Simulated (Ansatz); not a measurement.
P₂H₆Au₁₃⁺ (relaxed from a model of Au13(PH3)2, whose bonding it doesn't keep). Charge 1, multiplicity 1. Geometry r2SCAN-D4/def2-SVP; atoms count from 1.

```xyz
21

Au   -1.502   -0.413   -2.669
Au    3.257   -0.301   -1.230
Au    1.826   -1.732    0.911
Au   -3.729    1.011   -2.360
Au   -2.806    0.405    2.064
Au   -1.709    1.607   -0.688
Au    1.056    1.006   -0.367
Au   -3.135   -0.890   -0.313
Au    0.529   -1.935   -1.400
Au   -0.754   -0.942    0.943
Au   -0.439    2.105    1.591
Au    0.120   -2.006   -4.053
Au    1.276    0.382   -2.978
P     5.415   -1.130   -1.321
P    -4.100    1.497    3.643
H     5.726   -2.355   -0.680
H     5.949   -1.382   -2.608
H     6.431   -0.303   -0.785
H    -4.220    2.907    3.581
H    -5.467    1.133    3.719
H    -3.723    1.337    4.999
```

In the def2 sets Au takes a core potential; there is no spin–orbit coupling. Single mean-field runs in def2-TZVP are fitted with def2-universal-jkfit.

Q: Estimate the Mulliken populations from the PBE0/def2-TZVP orbitals of Ansatz.

A: 
| atom | charge (e) | d electrons |
| --- | --- | --- |
| Au1 | -0.97 | 9.87 |
| Au2 | 0.10 | 9.66 |
| Au3 | 0.48 | 9.78 |
| Au4 | 0.66 | 9.78 |
| Au5 | 0.08 | 9.66 |
| Au6 | -0.31 | 9.85 |
| Au7 | -0.54 | 9.82 |
| Au8 | 0.39 | 9.81 |
| Au9 | -0.32 | 9.85 |
| Au10 | -0.54 | 9.82 |
| Au11 | 0.47 | 9.78 |
| Au12 | 0.66 | 9.78 |
| Au13 | 0.39 | 9.81 |
| P14 | -0.20 | – |
| P15 | -0.20 | – |
| H16 | 0.14 | – |
| H17 | 0.14 | – |
| H18 | 0.15 | – |
| H19 | 0.14 | – |
| H20 | 0.14 | – |
| H21 | 0.14 | – |
Mulliken values depend strongly on the basis.

Q: And the Mayer bond orders between heavy atoms (over 0.3)?

A: Au1–Au4 0.51 (2.66 Å); Au1–Au6 0.49 (2.84 Å); Au1–Au9 0.49 (2.84 Å); Au1–Au12 0.51 (2.66 Å); Au2–Au7 0.48 (2.70 Å); Au2–Au13 0.32 (2.73 Å); Au2–P14 0.70 (2.31 Å); Au3–Au9 0.51 (2.66 Å); Au3–Au10 0.43 (2.70 Å); Au4–Au6 0.37 (2.69 Å); Au5–Au8 0.33 (2.73 Å); Au5–Au10 0.48 (2.70 Å); Au5–P15 0.70 (2.31 Å); Au6–Au7 0.42 (2.85 Å); Au6–Au11 0.51 (2.66 Å); Au7–Au11 0.43 (2.70 Å); Au7–Au13 0.34 (2.69 Å); Au8–Au10 0.33 (2.69 Å); Au9–Au10 0.42 (2.85 Å); Au9–Au12 0.37 (2.69 Å).
